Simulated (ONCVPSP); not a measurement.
## Varying the ONCV potential for K

Base potential:

K, optimised norm-conserving Vanderbilt (ONCV), made with ONCVPSP 4.0.1 (Wu-Cohen, scalar-relativistic). Core [Ar], reference 3d1. Waves: s scattering state at 0.09 Ha: rc 3.00 bohr, ncon 4, nbas 8, qcut 1.8 1/bohr, 2 projectors, debl 2 Ha; p scattering state at 0.41 Ha: rc 4.40 bohr, ncon 4, nbas 8, qcut 2 1/bohr, 1 projector; 3d: rc 4.00 bohr, ncon 4, nbas 9, qcut 2.4 1/bohr, 2 projectors, debl 2.7 Ha. Local part: polynomial inside 2.80 bohr (lpopt 5, dvloc0 2 Ha). Core correction: Teter function fitted to the true core (icmod 2), fcfact 0.5.

In the s channel the program set the typed energies aside and used 0.050, 2.050 Ha. In the p channel the program set the typed energies aside and used 0.050 Ha.

Cutoffs, loose and tight: the cutoffs (Ha) at which the residual kinetic energy of the hardest occupied pseudo-wave falls to 1 and 0.1 mHa per electron. They do not see the model core or the augmentation charge, which bear on the density cutoff. Test errors are all-electron minus pseudo excitation energies from the reference, over the configurations 3d0 4s1; 3d0 4s0.5; 3d0 4p1; 3d0.5 4s0.5. A dash means not determined; rows that change the core or the reference have their own tests.

For the base: The cutoffs count occupied waves only; projector 2 of the s channel, the hardest unoccupied one, needs 15 Ha at the loose tolerance.

| change | outcome | cutoff, loose | cutoff, tight | bound ghosts | GHOST(+) flags above zero | largest test error (meV) |
| --- | --- | --- | --- | --- | --- | --- |
| base | generated, projector energies reset by the program | 2.9 Ha | 16 Ha | none | none | +89 |
| s: qcut 1.1 | generated, projector energies reset by the program | 2.9 Ha | 16 Ha | none | s | +90 |
| s: qcut 1.3 | generated, projector energies reset by the program | 2.9 Ha | 16 Ha | none | s | +90 |
| s: qcut 1.5 | generated, projector energies reset by the program | 2.9 Ha | 16 Ha | none | s | +89 |
| s: qcut 1.7 | generated, projector energies reset by the program | 2.9 Ha | 16 Ha | none | none | +89 |
| s: qcut 1.9 | generated, projector energies reset by the program | 2.9 Ha | 16 Ha | none | none | +89 |
| s: qcut 2 | generated, projector energies reset by the program | 2.9 Ha | 16 Ha | none | none | +89 |
| s: qcut 2.3 | generated, projector energies reset by the program | 2.9 Ha | 16 Ha | none | s | +89 |
| s: qcut 2.4 | generated, projector energies reset by the program | 2.9 Ha | 16 Ha | none | s | +88 |
| s: qcut 2.7 | generated, projector energies reset by the program | 2.9 Ha | 16 Ha | none | s | +88 |

Reading the sweep of the qcut of the s channel (base included, trends over the rows without a ghost): The loose cutoff stays near 2.9 Ha. The median size of the test errors (rows with all tests solved) stays near 26.6 meV.
